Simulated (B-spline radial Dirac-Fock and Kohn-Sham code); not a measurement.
X-ray lines that fill the L3 vacancy in Pm⁷⁺

System: the Pm⁷⁺ ion, configuration [Kr] 4d10 4f3 5s2 5p3.

Input of the calculation (task.json; shells as n, l, electrons):

```json
{"items": [{
  "Z": 61,
  "q": 7,
  "cfg": [[1, 0, 2], [2, 0, 2], [2, 1, 6], [3, 0, 2], [3, 1, 6], [3, 2, 10], [4, 0, 2], [4, 1, 6], [4, 2, 10], [4, 3, 3], [5, 0, 2], [5, 1, 3]],
  "A": 145,
  "rrms": 4.962,
  "do": ["binding", "quiet", "decay"],
  "holes": ["K", "L1", "L2", "L3", "M1", "M2", "M3", "M4", "M5", "N1", "N2", "N3", "N4", "N5"]
}]}
```

Command: `python xray_run.py task.json out`

Calculated with a radial B-spline solver, using one-electron (LDA, Dirac) transition rates at Dirac-Fock energies.

```csv
line,multipole,energy (eV),rate (s⁻¹),share (%)
Lℓ (L3-M1),E1,4805.7,2.35e+13,3.14
L3-M2,E2,4985.2,1.82e+11,0.0243
L3-M3,E2,5098.4,1.67e+11,0.0224
Lα2 (L3-M4),E1,5406.3,6.21e+13,8.31
Lα1 (L3-M5),E1,5430.1,5.50e+14,73.5
Lβ6 (L3-N1),E1,6121.5,5.60e+12,0.748
Lβ15 (L3-N4),E1,6334.4,1.06e+13,1.41
Lβ2 (L3-N5),E1,6338.8,9.48e+13,12.7
Lβ7 (L3-O1),E1,6439.2,1.25e+12,0.167
```

The listed lines hold 100.0 % of the radiative rate. The radiative width is 0.492 eV in the length form and 0.499 eV in the velocity form; the two differ because the transition energies are not eigenvalue differences of the potential that gave the orbitals.
